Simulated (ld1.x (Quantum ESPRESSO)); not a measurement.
**Reading a pseudo-wave (oxygen (O))**

Columns: radius, all-electron u(r) and pseudo u(r) of the 2p shell (level -43.24 eV) of oxygen in the configuration [He] 2s2 2p2; PBE, scalar-relativistic, RRKJ scheme, ld1.x (Quantum ESPRESSO) 7.5.

| r (bohr) | all-electron | pseudo |
| --- | --- | --- |
| 0.057 | 0.0479 | 0.0208 |
| 0.115 | 0.1567 | 0.0827 |
| 0.172 | 0.2861 | 0.1772 |
| 0.230 | 0.4196 | 0.2982 |
| 0.288 | 0.5435 | 0.4328 |
| 0.345 | 0.6504 | 0.5666 |
| 0.402 | 0.7404 | 0.6917 |
| 0.460 | 0.8148 | 0.8015 |
| 0.518 | 0.8726 | 0.8882 |
| 0.575 | 0.9142 | 0.9487 |
| 0.632 | 0.9418 | 0.9852 |
| 0.690 | 0.9571 | 1.0009 |
| 0.747 | 0.9613 | 0.9992 |
| 0.805 | 0.9562 | 0.9848 |
| 0.862 | 0.9434 | 0.9624 |
| 0.920 | 0.9239 | 0.9346 |
| 0.977 | 0.8998 | 0.9047 |
| 1.035 | 0.8712 | 0.8727 |
| 1.092 | 0.8401 | 0.8403 |
| 1.150 | 0.8063 | 0.8063 |
| 1.208 | 0.7710 | 0.7710 |
| 1.265 | 0.7356 | 0.7356 |
| 1.322 | 0.6997 | 0.6997 |
| 1.380 | 0.6634 | 0.6634 |
| 1.438 | 0.6274 | 0.6274 |
| 1.495 | 0.5928 | 0.5928 |

(1) How many radial nodes do the two functions have?

(2) At about which radius was the pseudo-wave matched?

(3) Is the pseudo-wave norm-conserving?

Answers

(1) The all-electron 2p function has n − l − 1 = 0; the pseudo-wave has 0.

(2) 1.15 bohr, where the columns begin to agree (steps of 0.06 bohr).

(3) Yes: the RRKJ scheme keeps the norm inside the radius equal to the all-electron one, which fixes the energy derivative of the logarithmic derivative at the level.
